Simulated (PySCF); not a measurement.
CClF2, charge +2, quartet, at a GFN2-xTB geometry of the parent state (a state made from the parent by changing its charge; the spin is typed, not shown lowest); TPSS/pcseg-1 in PySCF.

The PySCF input:
```python
from pyscf import gto, scf, dft

mol = gto.M(
    atom='''
F    -1.133305   -0.976862    0.029427
C    -0.358184    0.026604    0.000082
F    -0.976565    1.133574   -0.028942
Cl    1.243408   -0.092355   -0.000286
''',
    basis='pcseg-1',
    charge=2,
    spin=3,
    verbose=4,
)

mf = dft.ROKS(mol)
mf.xc = 'tpss'
mf.kernel()
mf.analyze()
```

It wrote (shortened):

```
PySCF version 2.14.0

[INPUT] verbose = 4
[INPUT] num. atoms = 4
[INPUT] num. electrons = 39
[INPUT] charge = 2
[INPUT] spin (= nelec alpha-beta = 2S) = 3
[INPUT] symmetry False subgroup None
[INPUT] Mole.unit = angstrom
[INPUT] Symbol           X                Y                Z      unit          X                Y                Z       unit  Magmom
[...]
nuclear repulsion = 162.764699207251
number of shells = 12
number of NR pGTOs = 119
number of NR cGTOs = 60
basis = pcseg-1
ecp = {}

******** <class 'pyscf.dft.roks.ROKS'> ********
method = ROKS
initial guess = minao
damping factor = 0
level_shift factor = 0
DIIS = <class 'pyscf.scf.diis.CDIIS'>
diis_start_cycle = 1
diis_space = 8
diis_damp = 0
SCF conv_tol = 1e-09
SCF conv_tol_grad = None
SCF max_cycles = 50
direct_scf = True
direct_scf_tol = 1e-13
num. doubly occ = 18  num. singly occ = 3
XC library pyscf.dft.libxc version 7.1.2
    S. Lehtola, C. Steigemann, M. J. T. Oliveira, and M. A. L. Marques,  SoftwareX 7, 1–5 (2018)
XC functionals = tpss
    J. Tao, J. P. Perdew, V. N. Staroverov, and G. E. Scuseria,  Phys. Rev. Lett. 91, 146401 (2003)
    J. P. Perdew, J. Tao, V. N. Staroverov, and G. E. Scuseria,  J. Chem. Phys. 120, 6898 (2004)
    J. Tao, J. P. Perdew, V. N. Staroverov, and G. E. Scuseria,  Phys. Rev. Lett. 91, 146401 (2003)
    J. P. Perdew, J. Tao, V. N. Staroverov, and G. E. Scuseria,  J. Chem. Phys. 120, 6898 (2004)
radial grids:
    Treutler-Ahlrichs [JCP 102, 346 (1995); DOI:10.1063/1.469408] (M4) radial grids

becke partition: Becke, JCP 88, 2547 (1988); DOI:10.1063/1.454033
pruning grids: <function nwchem_prune>
grids dens level: 3
symmetrized grids: False
atomic radii adjust function: <function treutler_atomic_radii_adjust>
small_rho_cutoff = 0
Set gradient conv threshold to 3.16228e-05
tot grids = 61528
init E= -698.66913714743
[...]
cycle= 1 E= -696.322993083287  delta_E= 2.35  |g|= 0.817  |ddm|= 2.05
[...]
cycle= 2 E= -693.148420146965  delta_E= 3.17  |g|= 3.34  |ddm|= 3.72
[...]
cycle= 3 E= -695.979779581124  delta_E= -2.83  |g|= 1.14  |ddm|= 2.88
[...]
cycle= 4 E= -696.379240626233  delta_E= -0.399  |g|= 0.78  |ddm|= 1.79

WARN: HOMO -0.576907811353669 >= LUMO -0.681805374658083

cycle= 5 E= -696.461742230564  delta_E= -0.0825  |g|= 0.362  |ddm|= 3.64
[...]
cycle= 6 E= -696.493182720349  delta_E= -0.0314  |g|= 0.462  |ddm|= 3.65

WARN: HOMO -0.5868012011738 >= LUMO -0.680360266349482

cycle= 7 E= -695.923272394844  delta_E= 0.57  |g|= 1.08  |ddm|= 3.76
[...]
[...]
[...]
cycle= 33 E= -696.542236475028  delta_E= 0.0436  |g|= 0.365  |ddm|= 0.595
[...]
cycle= 34 E= -696.587461503077  delta_E= -0.0452  |g|= 0.089  |ddm|= 0.519
[...]
cycle= 35 E= -696.49857087949  delta_E= 0.0889  |g|= 0.477  |ddm|= 0.959
[...]
cycle= 36 E= -696.491766480487  delta_E= 0.0068  |g|= 0.492  |ddm|= 0.0385
[...]
cycle= 37 E= -696.489734133947  delta_E= 0.00203  |g|= 0.497  |ddm|= 0.00704
[...]
cycle= 38 E= -696.484808518634  delta_E= 0.00493  |g|= 0.513  |ddm|= 0.0178
[...]
cycle= 39 E= -696.447801270414  delta_E= 0.037  |g|= 0.588  |ddm|= 0.136
[...]
cycle= 40 E= -696.520834503355  delta_E= -0.073  |g|= 0.434  |ddm|= 0.363
[...]
cycle= 41 E= -696.589137477063  delta_E= -0.0683  |g|= 0.0527  |ddm|= 0.643
[...]
cycle= 42 E= -696.585463044395  delta_E= 0.00367  |g|= 0.115  |ddm|= 0.344
[...]
cycle= 43 E= -696.584077876099  delta_E= 0.00139  |g|= 0.128  |ddm|= 0.0447
[...]
cycle= 44 E= -696.580285002813  delta_E= 0.00379  |g|= 0.162  |ddm|= 0.0794
[...]
cycle= 45 E= -696.585574221265  delta_E= -0.00529  |g|= 0.112  |ddm|= 0.579
[...]
cycle= 46 E= -696.587136352749  delta_E= -0.00156  |g|= 0.0926  |ddm|= 0.426
[...]
cycle= 47 E= -696.588454856539  delta_E= -0.00132  |g|= 0.0702  |ddm|= 0.0473
[...]
cycle= 48 E= -696.363533039344  delta_E= 0.225  |g|= 0.693  |ddm|=  1.2
[...]
cycle= 49 E= -696.38695117504  delta_E= -0.0234  |g|= 0.664  |ddm|= 0.207
[...]
cycle= 50 E= -696.518533696595  delta_E= -0.132  |g|= 0.421  |ddm|= 0.635
SCF not converged.
SCF energy = -696.518533696595
**** SCF Summaries ****
Total Energy =                        -696.518533696594886
Nuclear Repulsion Energy =             162.764699207251454
One-electron Energy =                -1261.845427951393503
Two-electron Energy =                  402.562195047547220
Two-electron Coulomb Energy =          456.331550539204159
DFT Exchange-Correlation Energy =      -53.769355491656910
HOMO-LUMO gap [eV] =                     2.485706006208455
**** MO energy ****
                Roothaan           | alpha              | beta
[...]
 ** Mulliken pop on meta-lowdin orthogonal AOs  **
 ** Mulliken pop  **
 ** Mulliken atomic charges  **
charge of    0F =      0.55158
charge of    1C =      0.43538
charge of    2F =      0.16934
charge of    3Cl =      0.84370

WARN: System has nonzero charge 2; the dipole moment is origin-dependent.
Location of origin: [0. 0. 0.]

Dipole moment(X, Y, Z, Debye): -0.37778, -1.81516,  0.04882
```

Convergence was not reached.
